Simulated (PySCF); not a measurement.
Labels have come off several samples. The candidates:

A. `n1c(F)c(F)cc(C)n1`
B. `CO[C@@H](C(=O)Cl)[C@@H](C)F`
C. SMILES FCC(F)F

Spectrum 1. $^{1}$H NMR (400 MHz, computed): δ 6.43 (tdt, J = 60.2, 13.7, 2.7 Hz, 1H), 5.01 (dtd, J = 53.3, 13.6, 2.7 Hz, 2H). $^{13}$C{$^{1}$H} NMR (computed): δ 123.7 (CH, td, J = 303.3, 33.6 Hz), 89.6 (CH2, dt, J = 231.2, 32.1 Hz).

Spectrum 2. $^{1}$H NMR (400 MHz, computed): δ 7.27 (dd, J = 11.3, 8.8 Hz, 1H), 2.97 (d, J = 1.5 Hz, 3H). $^{13}$C{$^{1}$H} NMR (computed): δ 165.6 (C, dd, J = 305.2, 2.1 Hz), 164.7 (C, d, J = 4.2 Hz), 159.8 (C, dd, J = 358.9, 21.7 Hz), 120.9 (CH, dd, J = 4.1, 2.0 Hz), 24.4 (CH3).

Spectrum 3. $^{1}$H NMR (400 MHz, computed): δ 5.30 (m, 1H), 4.16 (m, 1H), 3.86 (s, 3H), 1.37 (m, 3H). $^{13}$C{$^{1}$H} NMR (computed): δ 187.7 (C), 99.2 (CH), 89.4 (CH), 61.5 (CH3), 15.6 (CH3).

Non-relativistic, single conformer, gas phase, rapidly exchanging positions averaged. J couplings at B3LYP/pcJ-1 (spin–dipole term left out of most H,H and C,H couplings); coordinates at the GFN2-xTB level; shielding tensors at PBE0/pcSseg-1 (GIAO); PySCF 2.14.

δ = σ(ref) − σ, references computed at the same level: $^{1}$H and $^{13}$C vs TMS. Multiplet labels drop J under 1 Hz and among equivalent protons, and merge close values. Unscaled 3J(H,H) run several per cent high. Splittings of carbon signals by F and P are missing where no couplings were computed. Where no couplings were computed, multiplicities follow the n + 1 count of equivalent neighbours, and m marks all less simple cases (inequivalent or close neighbours, rings, F or P nearby). Vicinal couplings that depend on rotamer populations or ring flexing (ring, CH–CH, X–H and H–F types) are those of the one conformer. One-bond C–F couplings are unscaled and too large by tens of Hz. Shifts are as computed. Against solution values, carbons near 30 ppm lie about +3 ppm off and those near 130 ppm about +5 ppm; carbons on Cl a further +6 ppm. Of 1211 compounds with measured shifts, 218 miss one by over three times the rms of a fit or turn the order of signals round; such compounds aren't used in these exercises. Carbons bonded to Cl come out too deshielded.

Task: Match each spectrum to its structure.

Result: 1–C, 2–A, 3–B.

- Spectrum 1 (C): 2 $^{13}$C signals; δC 123.7 is an sp3 CH bonded to 2 F; δC 89.6 is an sp3 CH2 bonded to F.
- Spectrum 2 (A): 5 $^{13}$C signals; δC 165.6 is an aromatic carbon bearing fluorine; δC 159.8 is an aromatic carbon bearing fluorine.
- Spectrum 3 (B): 5 $^{13}$C signals; δC 99.2 is an sp3 CH bonded to F; δC 89.4 is an sp3 CH bonded to O, α to a carbonyl.
